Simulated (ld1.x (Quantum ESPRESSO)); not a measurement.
PBE RRKJ dataset for Hg, scalar-relativistic all-electron reference.

ld1.x (Quantum ESPRESSO) 7.5 input, shortened:

```
&input
   title='Hg', zed=80., rel=1, dft='PBE', iswitch=3,
   config='[Xe] 4f14 5d10 6s1.75 6p0'
 /
 &inputp
   pseudotype=2, tm=.false., rho0=0.001, lloc=-1, rcloc=1.90,
   nlcc=.true., new_core_ps=.true., rcore=1.35
 /
2
6S  1  0   1.75   0.00  2.15  2.15  0.0
6P  2  1   0.00   0.00  2.15  2.15  0.0
 &test
   configts(1)='6s1.75 6p0'
 /
```

All-electron outer shells of the reference configuration (PBE, scalar-relativistic, ld1.x):

| shell | level (eV) | outermost node (bohr) | outermost maximum (bohr) |
| --- | --- | --- | --- |
| 5d | -12.00 | 0.55 | 1.17 |
| 6s | -8.71 | 1.08 | 2.18 |
| 6p | -2.51 | 1.27 | 3.18 |

Results:

```json
{"Cutoffs needed": "21 Ry and 35 Ry (the cutoffs (Ry, on a coarse ladder) from which the occupation-weighted sum of valence levels, in a spherical-Bessel basis at the reference potential, stays within 10 and 1 mRy of its value at 400 Ry)", "Ghost test": "ghost states, extra bound levels that the all-electron valence spectrum of the same l lacks: s at -36.8 eV, d at -1.61 eV; a true bound ghost makes a file unfit for plane-wave use (spherical-Bessel basis up to 400 Ry, 20 bohr box)", "Largest excitation error": "-309 meV (all-electron minus pseudo) for 6s0 6p1, out of 6 test configurations"}
```

Generation and tests took about 1.6 s on one core of a shared server CPU.
